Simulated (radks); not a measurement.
Dynamic dipole polarisability and lines of the strontium ion Sr20+, [Ar]. Calculated with a radial shooting solver on a logarithmic mesh with Libxc functionals: scalar-relativistic Kohn-Sham, exchange-only LDA, spin-polarised, spherical densities, finite nucleus; Fermi nuclear charge, rms radius of each element as measured or else 0.836 A^(1/3) + 0.57 fm. Time-dependent linear response with the Hartree and adiabatic exchange-only LDA kernel, continuum included through the Sternheimer equations, no spin-orbit coupling, so fine structure and intercombination lines are absent. Lines are the poles of the dipole polarisability below minus the highest occupied eigenvalue, found on a grid refined at the orbital gaps; the lowest seven at most are given, and weak or close lines can be missed. The first line takes the name of the lowest orbital gap if no other gap lies below it; otherwise a line is named after a gap within 0.6 % of it, if that gap stands alone.

photon energy (eV)  alpha (bohr^3)
0                          0.07065
74.690                     0.09280
164.32                     -0.1425
253.95                    -0.01146
343.57                    0.007353
433.20                      0.4280
522.83                    -0.04635
612.46                   -0.003838
702.09                   -0.004417
791.72                    -0.02575
881.34                    -0.01965

Lines (eV, oscillator strength): 139.74 (8.872 nm, 3p-3d), f = 1.56; 433.85 (2.858 nm, 3p-4s), f = 0.308; 505.06 (2.455 nm, 3p-4d), f = 1.64; 538.82 (2.301 nm, 3s-4p), f = 0.455; 628.71 (1.972 nm, 3p-5s), f = 0.0721; 662.55 (1.871 nm, 3p-5d), f = 0.533; 718.28 (1.726 nm, 3s-5p), f = 0.129. Higher lines, where found, are left out when the end of the mesh affects them. Those listed give 96 % of the static polarisability (sum of f/w^2). Orbital energy gaps for comparison: 3p-3d 109.69 eV; 3p-4s 432.64 eV; 3p-4d 503.70 eV; 3s-4p 537.73 eV; 3p-5s 628.21 eV.
